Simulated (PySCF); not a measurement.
B3LYP has the VWN-RPA correlation part, as in Gaussian. 

```xyz
17

Ti     0.0137    -0.1283    -0.1162
C      1.2240     0.1528     1.5401
H      2.2487    -0.2282     1.3312
H      0.8029    -0.3960     2.4122
H      1.2824     1.2366     1.7869
C     -0.8753    -1.9956    -0.0099
H     -0.1720    -2.7234     0.4535
H     -1.1427    -2.3480    -1.0312
H     -1.7989    -1.9387     0.6087
C      1.1535    -0.0057    -1.8402
H      1.5515    -1.0120    -2.1012
H      2.0059     0.6925    -1.6829
H      0.5283     0.3674    -2.6821
C     -1.4580     1.3275    -0.1542
H     -2.3602     0.9386    -0.6774
H     -1.0865     2.2289    -0.6913
H     -1.7354     1.6126     0.8854
```

Charge 0, multiplicity 1.

Problem. Give the Mulliken and meta-Löwdin atomic charges from PySCF with B3LYP-D3(BJ)/def2-TZVP // BP86-D3(BJ)/def2-SVP.

Solution. 
```tsv
atom	Mulliken (e)	meta-Löwdin (e)
Ti1	1.25	1.30
C2	-0.69	-0.67
H3	0.12	0.12
H4	0.12	0.12
H5	0.12	0.12
C6	-0.69	-0.67
H7	0.12	0.11
H8	0.12	0.11
H9	0.12	0.11
C10	-0.69	-0.67
H11	0.12	0.12
H12	0.12	0.12
H13	0.12	0.12
C14	-0.69	-0.67
H15	0.12	0.12
H16	0.12	0.11
H17	0.12	0.11
```
